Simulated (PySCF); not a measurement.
Compound: C2H6AlAs.
Atom-mapped SMILES: `[CH:1]#[C:2][AlH2-:3][AsH3+:4]` (hydrogens: H5 on C1; H6, H7 on Al3; H8, H9, H10 on As4)

A GFN2-xTB structure was refined with PySCF, PBE0-D3(BJ)/def2-SVP geometry optimisation, gas phase. Its GFN2-xTB values:

| coordinate | GFN2-xTB |
| --- | --- |
| C1≡C2 | 1.242 Å |
| C1–H5 | 1.030 Å |
| C2–Al3 | 1.966 Å |
| Al3–As4 | 2.583 Å |
| Al3–H6 | 1.558 Å |
| As4–H8 | 1.509 Å |
| C1–C2–Al3 | 176.5° |
| C2–C1–H5 | 177.9° |
| C2–Al3–H6 | 123.1° |
| Al3–As4–H8 | 142.3° |
| Al3–As4–H10 | 128.4° |
| As4–Al3–H6 | 100.9° |
| H6–Al3–H7 | 115.2° |
| H8–As4–H9 | 90.4° |

Question: How do these coordinates change at the PBE0-D3(BJ)/def2-SVP level?

Answer: 
```csv
coordinate,PBE0-D3(BJ)/def2-SVP (Å or °),change
C1–H5,1.076,+0.046
Al3–As4,2.628,+0.045
Al3–H6,1.594,+0.036
C2–Al3,1.940,-0.026
C1≡C2,1.223,-0.019
As4–H8,1.509,0.000
Al3–As4–H8,117.4,-24.9
H8–As4–H9,97.9,+7.5
H6–Al3–H7,120.7,+5.5
C2–Al3–H6,117.8,-5.3
Al3–As4–H10,124.1,-4.3
C1–C2–Al3,178.6,+2.1
As4–Al3–H6,98.9,-2.0
C2–C1–H5,179.3,+1.4
```

The energy falls by 0.440 eV over 11 energy and gradient evaluations, the largest force component goes from 0.0744 to 2.1e-04 Eh/bohr, and the atoms move by 0.305 Å rms after alignment. Among the bonds, Al3–As4 and C1–H5 change most and about equally (+0.045 to +0.046 Å). Bonds longer at the end by more than 0.005 Å: 4 of 9; shorter: 3. Among the dihedrals that turn most is H6–Al3–As4–H8, from 99° to 61°. Rotational constants go from 5744, 1607, 1293 to 5563, 1624, 1299 MHz.

The run used 108 basis functions and 71 SCF cycles in all. Hardware: Arm Neoverse V1, one thread, no GPU (shared host). Cost: 46 s of wall time, 0.45 GiB resident at most.

Not checked by PBE0-D3(BJ)/def2-SVP frequencies.
